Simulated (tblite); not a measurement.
A tight-binding relaxation on `F[Si@@H](Br)c1ccccc1`.

Computed with GFN2-xTB geometry optimisation, gas phase (tblite 0.8.0). Start geometry: from a force field or distance geometry. A driver script takes a list of jobs; this job's settings line and coordinates (Å) are shown.

Command:
```bash
OMP_NUM_THREADS=1 python probes_run.py task.json out
```

Input:
```
{"job": {"kind": "relax", "xc": "GFN2-xTB", "basis": "xTB"}, "charge": 0, "multiplicity": 1}
F      2.458200    -2.198300    -0.336400
Si     2.362000    -0.542500     0.037700
Br     3.431100     0.753100    -1.438800
C      0.561600    -0.120200     0.026700
C      0.145900     1.187800    -0.104100
C     -1.214700     1.444200    -0.116200
C     -2.170400     0.475700     0.017200
C     -1.717100    -0.832600     0.170400
C     -0.369200    -1.158400     0.176900
H      2.927700    -0.424200     1.410900
H      0.839900     2.010600    -0.224600
H     -1.533100     2.477000    -0.227300
H     -3.225600     0.730900     0.022400
H     -2.471600    -1.634300     0.272900
H     -0.029100    -2.160900     0.290200
```

Output:
```
step      E/eV     max force
  0    -721.97388    1.931
  1    -722.11564    1.209
  2    -722.16797    0.560
  3    -722.18652    0.559
  4    -722.21131    0.379
  5    -722.21933    0.322
  6    -722.23055    0.252
  7    -722.23633    0.266
  8    -722.24088    0.215
  9    -722.24376    0.167
... (6 lines left out)
 16    -722.25205    0.033
 17    -722.25218    0.028
 18    -722.25230    0.036
 19    -722.25239    0.029
 20    -722.25243    0.017
 21    -722.25245    0.015
 22    -722.25247    0.012
 23    -722.25249    0.015
 24    -722.25251    0.010
 25    -722.25252    0.006
```

«max force» is the largest atomic force in eV/Å.

From which step on does the largest force stay under 0.1 eV/Å, and how much energy is left to gain from there?

From step 12 (0.097 eV/Å), 2.1 meV above the end.

Main results: energy lowered by 6.4 kcal/mol over 25 steps; largest atomic force 0.006 eV/Å at the end.

Give the final coordinates.

0.071 Å rms from the input after alignment:
```
atom  x, y, z in Å
F1     2.5607   -2.0805   -0.3699
Si2    2.3676   -0.5540    0.0882
Br3    3.4751    0.6493   -1.3903
C4     0.5453   -0.1304    0.0350
C5     0.1093    1.1850   -0.1112
C6    -1.2402    1.4849   -0.1164
C7    -2.1758    0.4734    0.0255
C8    -1.7572   -0.8393    0.1682
C9    -0.4076   -1.1373    0.1760
H10    3.0477   -0.4437    1.3608
H11    0.8318    1.9802   -0.2322
H12   -1.5620    2.5091   -0.2337
H13   -3.2301    0.7069    0.0211
H14   -2.4829   -1.6325    0.2728
H15   -0.0860   -2.1632    0.2841
```

The run took 0.37 s on one thread of an Arm Neoverse N1, no GPU, on a shared host.
Labels such as C1 count atoms from 1, the log's own numbers from 0.
